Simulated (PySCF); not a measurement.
formamidinium (CH5N2), SMILES NC=[NH2+], charge +1. Atoms are numbered in the order given.

```xyz
8

N      0.0000     1.1582    -0.1743
C      0.0000     0.0000     0.4243
N      0.0000    -1.1582    -0.1743
H      0.0000     1.2585    -1.1797
H      0.0000     2.0062     0.3717
H      0.0000     0.0000     1.5099
H      0.0000    -1.2585    -1.1797
H      0.0000    -2.0062     0.3717
```
Charge +1, spin multiplicity 1.

Coordinates come from a PBE0-D3(BJ)/def2-TZVP optimisation. The values are those of a single conformer.

All values below come from PBE0-D3(BJ)/def2-TZVP (PySCF 2.14.0).

No scaling factor is applied to the harmonic values.

| mode | ν (cm⁻¹) | IR (km/mol) | Raman (Å⁴/amu) | depolarisation | moving atoms (share of kinetic energy) |
|---|---|---|---|---|---|
| 1 | 520 | 0.7 | 2.1 | 0.48 | H 47 %, N 32 %, C 22 % |
| 2 | 550 | 0.0 | 0.0 | – | H 92 %, N 8 % |
| 3 | 610 | 0.0 | 0.1 | 0.75 | H 85 %, N 15 % |
| 4 | 635 | 443.5 | 0.0 | – | H 87 %, N 13 % |
| 5 | 728 | 14.9 | 0.3 | 0.75 | H 57 %, C 29 %, N 14 % |
| 6 | 1038 | 1.0 | 0.1 | 0.75 | H 87 %, N 13 % |
| 7 | 1087 | 17.2 | 0.2 | 0.75 | H 80 %, C 19 % |
| 8 | 1137 | 4.5 | 11.8 | 0.20 | N 50 %, H 49 % |
| 9 | 1387 | 53.6 | 3.4 | 0.75 | H 83 %, N 14 % |
| 10 | 1425 | 7.7 | 14.2 | 0.09 | C 40 %, H 36 %, N 24 % |
| 11 | 1616 | 17.4 | 3.2 | 0.75 | H 86 %, C 13 % |
| 12 | 1694 | 43.1 | 1.8 | 0.68 | H 80 %, N 18 % |
| 13 | 1795 | 434.0 | 0.1 | 0.75 | C 54 %, N 29 %, H 17 % |
| 14 | 3217 | 7.4 | 55.0 | 0.27 | H 91 %, C 9 % |
| 15 | 3568 | 314.0 | 0.9 | 0.75 | H 96 % |
| 16 | 3584 | 45.1 | 140.8 | 0.10 | H 96 % |
| 17 | 3688 | 101.5 | 27.5 | 0.75 | H 91 %, N 9 % |
| 18 | 3689 | 200.4 | 34.8 | 0.63 | H 90 %, N 10 % |
